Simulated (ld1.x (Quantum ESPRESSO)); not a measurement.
**Before and after: TM potential for C**

```json
{"Element": "carbon", "Generator": "ld1.x (Quantum ESPRESSO) 7.5", "Type": "norm-conserving Troullier–Martins (Kleinman–Bylander form)", "Functional": "PBE", "Relativity": "non-relativistic", "Frozen core": "[He]", "Valence charge": "4", "Reference configuration": "2s1.5 2p2.5", "Partial waves": "2p (bound): rc 2.25 bohr; 3d channel at -0.1 Ry: rc 2.35 bohr; 2s (bound): rc 0.90 bohr", "Local potential": "the s channel", "Core correction": "a·sin(br)/r model core inside 0.95 bohr"}
```

Change: all radii but the core radius scaled by about 1.31 (s 1.18, p 2.94, d 3.06 bohr).

Cutoffs: the cutoffs (Ry, on a coarse ladder) from which the occupation-weighted sum of valence levels, in a spherical-Bessel basis at the reference potential, stays within 10 and 1 mRy of its value at 400 Ry; they do not see the model core or the augmentation charge, which bear on the density cutoff. Errors are all-electron minus pseudo energies relative to the spin-unpolarised reference configuration.

Task: What does the change do?

Result: The potential gets softer (35 Ry and 100 Ry → 35 Ry and 80 Ry); of the 7 tests that both files solve, the error grows in 7 and shrinks in 0 by more than 15 % and 0.3 meV (median size 14.8 → 47.5 meV); neither file shows a bound ghost. A larger radius leaves more room for a smooth pseudo-wave, so fewer plane waves are needed. More of the atom is replaced by a form fitted at one configuration, so other configurations suffer.

| quantity | base | changed |
| --- | --- | --- |
| cutoff, loose | 35 Ry | 35 Ry |
| cutoff, tight | 100 Ry | 80 Ry |
| loose cutoff by channel (10 mRy a level) | p 21 Ry, s 30 Ry | p 15 Ry, s 30 Ry |
| bound ghosts | none | none |
| error for 2s2 2p2, meV [ΔE -4.23 eV] | -0.5 | -7.4 |
| error for 2s2 2p1, meV [ΔE 6.64 eV] | +78 | +209 |
| error for 2s2 2p0, meV [ΔE 30.80 eV] | +526 | +1300 |
| error for 2s2 2p2.3, meV [ΔE -5.39 eV] | -4.5 | -19 |
| error for 2s0 2p4, meV [ΔE 12.72 eV] | -2.7 | -58 |
| error for 2s1 2p2, meV [ΔE 15.37 eV] | -15 | -27 |
| error for 2s2 2p1.5, meV [ΔE -0.26 eV] | +19 | +47 |
